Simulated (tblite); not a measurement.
C₂H₅ClGeO.
SMILES with atom numbers: `[CH3:1][C:2](=[O:3])[GeH2:4][Cl:5]` (hydrogens: H6, H7, H8 on C1; H9, H10 on Ge4)

Geometry (GFN2-xTB, Å), atoms numbered from 1 in this order:
```
atom  x, y, z in Å
C1    -1.4281   -0.2016    0.4681
C2    -0.3781   -0.5271   -0.5413
O3    -0.5579   -1.1757   -1.5340
Ge4    1.4822    0.2314   -0.1927
Cl5    1.3994    2.3315   -0.3819
H6    -1.1025   -0.5719    1.4403
H7    -1.5108    0.8831    0.5387
H8    -2.3900   -0.6348    0.2023
H9     2.0354   -0.0413    1.2021
H10    2.4593   -0.2890   -1.2241
```

Calculated harmonic vibrations of the isolated species, GFN2-xTB (tblite), most abundant isotopes, no scaling. Against measured fundamentals such values can be off by several per cent, at times by over 20. Modes of hydrogen on germanium can be 10 to 20 % off. One conformer, not necessarily the lowest.

Harmonic wavenumbers (cm⁻¹): 25.6, 83.9, 119.0, 185.7, 298.4, 363.8, 392.6, 453.6, 554.5, 600.5, 649.4, 781.8, 954.6, 967.1, 1102.7, 1351.8, 1430.3, 1434.0, 1753.0, 1798.2, 1913.3, 2995.5, 3003.1, 3033.6.

A = 4085, B = 1583, C = 1371 MHz; mass 153.924 u (most abundant isotopes); point group C1, symmetry number 1.

Task: Zero-point energy?

Result: ½Σν̃ = 13123 cm⁻¹ = 37.52 kcal/mol.

Task: What is S at 400 K and 1 bar for an ideal gas of classical rigid rotors and harmonic oscillators?

Result: Translation 42.49, rotation 28.86, vibration 27.79: S = 99.1 cal/(mol K).

Task: And Cp and H(400 K) − H(0)?

Result: Cp = 31.34 cal/(mol K), of which vibrations give 23.40 (their classical limit is 24 R = 47.7); H(400 K) − H(0) = 8.48 kcal/mol without the zero-point energy, 5.30 from vibrations.

Task: Which modes carry the vibrational entropy at 400 K?

Result: 25.6 cm⁻¹: 6.73; 83.9 cm⁻¹: 4.38; 119.0 cm⁻¹: 3.69; 185.7 cm⁻¹: 2.83; 298.4 cm⁻¹: 1.94; 363.8 cm⁻¹: 1.59 cal/(mol K); the other 18 give 6.64 together.

Task: What must be added to the electronic energy to get the Gibbs energy at 400 K and 1 bar?

Result: ZPE + [H(400 K) − H(0)] − T·S = 37.52 + 8.48 − 39.66 = 6.34 kcal/mol.

Task: Blend soft modes into free rotors: weight 1/[1 + (100 cm⁻¹/ν̃)⁴] for the oscillator and the rest for a rotor with moment μB/(μ + B), μ = h/(8π²ν), B = 10⁻⁴⁴ kg m². What vibrational entropy results?

Result: 24.61 cal/(mol K) in place of 27.79, which changes −T·S at 400 K by +1.27 kcal/mol.

Task: How do the functions run with temperature in this model?

Result: 
| T (K) | S (cal/(mol K)) | Cp (cal/(mol K)) | H − H(0) (kcal/mol) | G − H(0) (kcal/mol) | ln q(vib) |
| --- | --- | --- | --- | --- | --- |
| 150 | 75.0 | 18.9 | 2.06 | -9.18 | 2.82 |
| 250 | 86.0 | 24.7 | 4.25 | -17.25 | 4.71 |
| 298.15 | 90.6 | 27.0 | 5.50 | -21.51 | 5.57 |
| 600 | 113.1 | 37.7 | 15.42 | -52.46 | 10.47 |
| 900 | 129.7 | 43.9 | 27.75 | -88.99 | 14.61 |

q(vib) and H(0) count from the zero-point level.

Hindered rotation and anharmonicity are outside this model. Other conformers, if any are populated, would add a mixing term that is left out. The structure is chiral; the term R ln 2 for an equal mix with its mirror image is left out.
